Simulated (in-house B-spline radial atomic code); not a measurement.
Results of a calculation; reference values are marked as such.
# Correlation energy from the adiabatic connection: −V exp(−r²/w²), V = 21.9, w = 1.22

Two electrons in a singlet, external potential −V exp(−r²/w²), V = 21.9, w = 1.22 (atomic units). Full CI in B-splines (partial waves to l = 8, correlation up to 0.6 % small) with the density held fixed gives W(λ) = <V_ee>_λ − U, and E_c is the integral of W(λ) − W(0) from 0 to 1.

```tsv
λ	W(λ) − W(0) (hartree)
0	0.00000
0.02	-0.00195
0.05	-0.00485
0.12	-0.01153
0.25	-0.02359
0.4	-0.03697
0.6	-0.05397
0.8	-0.07006
1	-0.08531
```

Task: Integrate the table by the trapezoid rule.

Result: The strips give -0.00002, -0.00010, -0.00057, -0.00228, -0.00454, -0.00909, -0.01240, -0.01554, which sum to -0.04455 hartree. The direct value, W(1) − W(0) + T_c with T_c = 0.04070, is -0.04461; the curve is convex, so chords lie above it and the trapezoids fall short in size by 0.13 %.

Task: Now use only three numbers: W(0) = -1.6494, the initial slope W'(0) = -0.09774 (extrapolated from the first points) and the strong-coupling limit of the point-charge-plus-continuum model, W∞ = -2.2744. What do second-order theory and the interpolation W(λ) = W∞ + (W(0) − W∞)/√(1 + 2χλ) of Seidl, Perdew and Levy give?

Result: Second order keeps the slope alone: E_c = W'(0)/2 = -0.04887, +10 % in size against -0.04461. Matching the slope fixes χ = W'(0)/(W∞ − W(0)) = -0.09774/(-0.62500) = 0.15638. Integrating, with s = √(1 + 2χ) = 1.145761, E_c = −(W(0) − W∞)(s − 1)/(s + 1) = −0.62500 × 0.145761/2.145761 = -0.04246 hartree, -4.8 % in size against the full result. At λ = 1 the formula gives W − W(0) = -0.07951 against -0.08531. Part of the miss can come from the model's W∞.
